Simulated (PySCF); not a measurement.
Can point charges reproduce the dipole moment of `C=C[Si@H]1N[Si@H](C(F)(F)F)N1`?

Coordinates (GFN2-xTB, Å) and charges (e) from the PBE0/pcSseg-1 density (PySCF):

```tsv
atom	x	y	z	Mulliken	IAO	Hirshfeld	ESP-fitted
C1	3.609	0.212	-0.428	-0.1424	-0.2663	-0.0761	-0.2994
C2	2.351	0.616	-0.494	-0.5038	-0.4544	-0.1416	-0.3742
Si3	0.896	-0.363	0.166	+1.0304	+1.1528	+0.4308	+0.9912
N4	-0.273	0.625	1.030	-0.8001	-0.9600	-0.3415	-1.0176
Si5	-1.541	0.475	-0.126	+0.9576	+1.1342	+0.4058	+0.7948
C6	-3.061	-0.516	0.550	+0.5149	+0.5138	+0.1589	+0.3240
F7	-3.867	0.248	1.320	-0.2848	-0.2928	-0.1150	-0.1829
F8	-3.854	-0.991	-0.436	-0.2840	-0.2913	-0.1139	-0.1806
F9	-2.730	-1.581	1.304	-0.2777	-0.2794	-0.1030	-0.1560
N10	-0.429	-0.532	-0.975	-0.7988	-0.9601	-0.3413	-0.9952
H11	3.875	-0.730	0.021	+0.1185	+0.1461	+0.0468	+0.1471
H12	4.431	0.796	-0.813	+0.1235	+0.1532	+0.0518	+0.1679
H13	2.137	1.573	-0.954	+0.1369	+0.1596	+0.0480	+0.1919
H14	1.229	-1.607	0.847	-0.0824	-0.1486	-0.0739	-0.1451
H15	-0.213	1.124	1.897	+0.1871	+0.2705	+0.1177	+0.4272
H16	-2.070	1.672	-0.765	-0.0824	-0.1480	-0.0714	-0.1106
H17	-0.498	-1.009	-1.854	+0.1874	+0.2707	+0.1176	+0.4174
```

Form Σ q r in debye for every column and set it beside the full dipole.

The full density gives (3.44, 1.26, -0.98) D, 3.79 D in size; dipole vectors point from the negative to the positive end.

```json
{"scheme": "Mulliken", "μx": "4.43", "μy": "1.41", "μz": "-1.17", "size (D)": "4.80", "share of the full size (%)": "127", "angle to the full dipole (°)": "3"}
{"scheme": "IAO", "μx": "4.28", "μy": "1.81", "μz": "-1.36", "size (D)": "4.84", "share of the full size (%)": "128", "angle to the full dipole (°)": "3"}
{"scheme": "Hirshfeld", "μx": "2.68", "μy": "0.78", "μz": "-0.65", "size (D)": "2.86", "share of the full size (%)": "76", "angle to the full dipole (°)": "4"}
{"scheme": "ESP-fitted", "μx": "3.46", "μy": "1.28", "μz": "-1.00", "size (D)": "3.82", "share of the full size (%)": "101", "angle to the full dipole (°)": "0"}
```

Which set comes closest?

Length of the difference vector: ESP-fitted 0.04 D, Hirshfeld 0.95 D, Mulliken 1.03 D, IAO 1.08 D. Closest: ESP-fitted. The schemes that divide the density aren't constrained to reproduce the dipole.

What is left for the Hirshfeld atoms' own dipoles?

The shares of the density sum to the whole, so what Σ q r misses lies in dipoles about the nuclei. The atomic dipoles sum to (3.44, 1.26, -0.98) − (2.68, 0.78, -0.65) = (0.76, 0.48, -0.33) D, 0.95 D in size.

With the origin at the mean of the coordinates, (0.000, 0.001, 0.017) Å, which are the largest single terms, by size, of the Hirshfeld dipole along the direction of the full one?

C6 -2.36, Si5 -2.34, F7 +2.08, F8 +2.03, C2 -1.68 D; all 17 atoms together +2.86 D. The single terms depend on the origin, their sum doesn't.

Give the size of the full dipole in other units.

3.79 D = 1.490 au = 0.788 e·Å = 12.63 × 10⁻³⁰ C·m.

Geometry: GFN2-xTB, one conformer, isolated molecule.

The values belong to the conformer `[CH2:1]=[CH:2][Si@H:3]1[NH:4][Si@H:5]([C:6]([F:7])([F:8])[F:9])[NH:10]1`: C1–C2–Si3–N4 137°, N4–Si5–C6–F7 81°.
